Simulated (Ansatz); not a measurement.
`[I][SnH2][I]` + H–F → `[F][SnH2][I]` + HI  (ligand exchange at the Sn–I bond)

Calculated with Ansatz (gas phase, PBE0-D4/def2-TZVP geometries, no zero-point term in ΔE). CCSD(T)/CBS adds triple-zeta CCSD(T) − MP2 to the extrapolated MP2 energy (def2 sets, frozen cores). This one scheme is used for every species. DFT in def2-TZVPP. Elements past krypton have def2 core potentials. For I, Sn outer-core shells are correlated without core-valence functions, which leaves a few kJ/mol of doubt a bond.

| species | PBE energy (Eh) |
| --- | --- |
| `[I][SnH2][I]` | -810.96549 |
| H–F | -100.39340 |
| `[F][SnH2][I]` | -613.04846 |
| HI | -298.29145 |

(1) Work out ΔE.

Largest T1 diagnostic among the species: 0.012.

Results:

(1) ΔE = (-613.04846) + (-298.29145) − (-810.96549) − (-100.39340) = 0.01898 Eh = +0.52 eV. CCSD(T)/CBS gives +0.69 eV.

From BLYP to BHLYP (50 % exact exchange), in def2-TZVPP and without D4, ΔE moves by +0.15 eV. At CCSD(T), def2-SVP lies −0.17 eV from the extrapolated value and def2-TZVPP −0.11 eV. Leaving LDA and LC-ωPBE aside and taking each functional with its dispersion term where it has one, the values, not all of them listed here, spread over 0.32 eV, from B97M-V to PBE-QIDH. LDA lies +0.07 eV from PBE without D4.
